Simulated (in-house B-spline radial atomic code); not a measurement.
Results of a calculation; reference values are marked as such.
**Light and heavy implants in Si at 10 keV**

The pair potential comes from two frozen, spherical free-atom densities (PBE, B-spline radial code, scalar-relativistic past argon): electrostatics plus the change in Thomas-Fermi kinetic and Dirac exchange energy where they overlap, the recipe behind the universal ZBL potential, which averages such potentials (from solid-state densities) over many pairs. It is written V = (Z1 Z2 e²/r) φ(r/a), with e² = 14.3996 eV·Å and a = 0.46850 Å/(Z1^0.23 + Z2^0.23); ZBL's fit is φ = 0.18175 e^(−3.1998x) + 0.50986 e^(−0.94229x) + 0.28022 e^(−0.4029x) + 0.02817 e^(−0.20162x). Where φ falls below 4e-4 it is continued as an exponential.

The target, Si, is taken as amorphous, density 2.329 g/cm³ (NSM archive of the Ioffe Institute); nuclear stopping from classical scattering on these potentials, electronic stopping by Lindhard and Scharff, compounds by atom fraction, projected range from N (S_n + S_e) dR_p/dE = 1 − N S_n (M2/M1) R_p/(2E), which runs up to 8 % short of the full integral equation; no channelling. Lindhard and Scharff's S_e can be off by tens of per cent.

```json
{"ion": "C", "mass (u)": "12.01", "N S_n (eV/nm)": "114", "N S_e (eV/nm)": "72.1", "S_n = S_e at (keV)": "19", "path (nm)": "63.9", "projected range (nm)": "31.9"}
{"ion": "Si", "mass (u)": "28.09", "N S_n (eV/nm)": "430", "N S_e (eV/nm)": "88", "S_n = S_e at (keV)": "110", "path (nm)": "25.9", "projected range (nm)": "15.9"}
{"ion": "Ar", "mass (u)": "39.95", "N S_n (eV/nm)": "601", "N S_e (eV/nm)": "86.8", "S_n = S_e at (keV)": "210", "path (nm)": "20.5", "projected range (nm)": "13.7"}
{"ion": "Zn", "mass (u)": "65.38", "N S_n (eV/nm)": "920", "N S_e (eV/nm)": "91.4", "S_n = S_e at (keV)": "570", "path (nm)": "16", "projected range (nm)": "11.9"}
{"ion": "Ga", "mass (u)": "69.72", "N S_n (eV/nm)": "943", "N S_e (eV/nm)": "90.1", "S_n = S_e at (keV)": "630", "path (nm)": "15.8", "projected range (nm)": "11.9"}
{"ion": "Se", "mass (u)": "78.97", "N S_n (eV/nm)": "1000", "N S_e (eV/nm)": "88.9", "S_n = S_e at (keV)": "790", "path (nm)": "15.2", "projected range (nm)": "11.7"}
{"ion": "In", "mass (u)": "114.82", "N S_n (eV/nm)": "1220", "N S_e (eV/nm)": "88.4", "S_n = S_e at (keV)": "1700", "path (nm)": "13.6", "projected range (nm)": "11.2"}
{"ion": "Xe", "mass (u)": "131.29", "N S_n (eV/nm)": "1280", "N S_e (eV/nm)": "86.5", "S_n = S_e at (keV)": "2100", "path (nm)": "13.3", "projected range (nm)": "11.2"}
```

(1) How do the nuclear share and the range change from the lightest ion to the heaviest?

(2) With a displacement energy of 15 eV taken for illustration, how many displacements per nanometre does In start at entry, by the rule 0.8 E_damage/(2 E_d)?

## Answers

(1) The nuclear share goes from 61 % for C to 94 % for Xe, and the projected range from 31.9 to 11.2 nm, a factor of 2.9. S_e changes by a factor of 1.20, since the heavy ion is slower but has the larger Z1, while S_n grows 11-fold. The heavy ion also keeps its direction better: R_p is 0.84 of the path, against 0.50.

(2) Taking all nuclear loss as damage energy, an upper bound, 0.8 × 1220/(2 × 15) = 32.5 per nm.
